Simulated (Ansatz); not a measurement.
`[Cl][Zn][Cl]` + HBr → `[Cl][Zn][Br]` + HCl at 700 K and 1 bar (ligand exchange at a Zn–Cl bond).

Gas-phase electronic energies from Ansatz, PBE0-D4/def2-TZVP geometries. CCSD(T)/CBS is the MP2 limit (def2-TZVPP, def2-QZVPP) plus CCSD(T) − MP2 in def2-TZVPP, frozen cores. This one scheme is used for every species. For Br, Zn outer-core shells are correlated without core-valence functions, which leaves a few kJ/mol of doubt a bond. Scalar relativity is left out up to krypton.

| species | CCSD(T)/CBS energy (Eh) | H − E (kJ/mol) | S (J/(mol·K)) |
| --- | --- | --- | --- |
| `[Cl][Zn][Cl]` | -2698.04832 | 44.5 | 327.5 |
| HBr | -2573.91920 | 36.5 | 223.7 |
| `[Cl][Zn][Br]` | -4811.59312 | 44.3 | 345.5 |
| HCl | -460.38127 | 38.4 | 211.8 |

H − E and S are ideal-gas, rigid-rotor, harmonic terms from PBE0-D4/def2-TZVP. 1 Eh = 2625.50 kJ/mol, R = 8.31446 J/(mol·K).

Task: By hand: ΔE, ΔH, ΔS and ΔG.

Result: ΔE = (-4811.59312) + (-460.38127) − (-2698.04832) − (-2573.91920) = -0.00687 Eh = -18.0 kJ/mol. Δ(H − E) = 44.3 + 38.4 − 44.5 − 36.5 = 1.7, so ΔH = -16.3 kJ/mol. ΔS = 345.5 + 211.8 − 327.5 − 223.7 = 6.1 J/(mol·K). ΔG = -16.3 − 700 × (6.1)/1000 = -20.6 kJ/mol.

Task: By hand: the equilibrium constant, and the temperature at which ΔG would vanish if ΔH and ΔS stayed fixed.

Result: log₁₀ K = −ΔG/(RT ln 10) = 1.5. ΔH and −TΔS have one sign here, so there is no such temperature.

The number of gas molecules stays the same, so ΔS is small and ΔH decides. A doubt of 5 kJ/mol in ΔE shifts log₁₀ K by 0.4 here. These are equilibria of isolated gas molecules and say nothing of rates. Largest T1 diagnostic: 0.013 (customary marks: 0.02 for closed shells, 0.045 for open ones).
